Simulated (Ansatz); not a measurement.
Reading a saddle point

A first-order saddle point of BNH$_{2}$ClF, closed shell, PBE0-D4/def2-TZVP, with one imaginary mode of 776i cm⁻¹:

```xyz
6
angstrom
B 0.6714 -0.3435 -0.0658
Cl -0.1179 1.9671 0.5243
N -0.5817 -0.6318 -0.1929
H -0.8200 0.7545 0.1704
F 1.9479 -0.2905 -0.0010
H -1.0998 -1.4557 -0.4349
```

Ansatz 0.2.0; basis: def2-TZVPP and def2-QZVPP; cores frozen in the correlated methods. Extrapolation: Hartree–Fock as exp(−7.88 √X), correlation as X^−2.97.

(1) Which contacts change along the imaginary mode, and what lies on either side? (Judge from chemistry; the calculation decides.)

(2) Which side is lower, and how far does the saddle lie above each? (Judge from chemistry; the value comes from the calculation.)

No T1 diagnostic of these runs exceeds 0.015.

Results:

(1) By the calculation: The step is BNH₂ClF ([NH2][B]([F])[Cl]) → BNHF ([NH][B][F]) + HCl, with the molecules in contact on both sides. Shortening one way: Cl2–H4; lengthening the same way: B1–Cl2, N3–H4.
```csv
pair,one side (Å),saddle (Å),other side (Å)
Cl2–H4,2.92,1.45,1.30
B1–Cl2,1.77,2.51,3.79
N3–H4,1.00,1.45,1.93
```

(2) By the calculation: The side with B1–Cl2, N3–H4 short is lower by 264.2 kJ/mol; the saddle lies 314.8 kJ/mol above it and 50.6 kJ/mol above the other (CCSD(T) at an estimated basis limit (MP2 extrapolated from triple and quadruple zeta, plus CCSD(T) − MP2 in triple zeta); electronic energies).

Labels in which every atom is bracketed show which atoms are joined, not bond orders.

For scale, one of the runs: CCSD(T)/def2-TZVPP, 163 basis functions, launched by `ansatz run in.yaml --threads 2 --pin off --events-out ev --progress --plain --max-ram 4352MiB`. The run took 25 s on 2 CPU threads of an Arm Neoverse V2 (shared host), with 1.3 GiB of host memory at its peak.
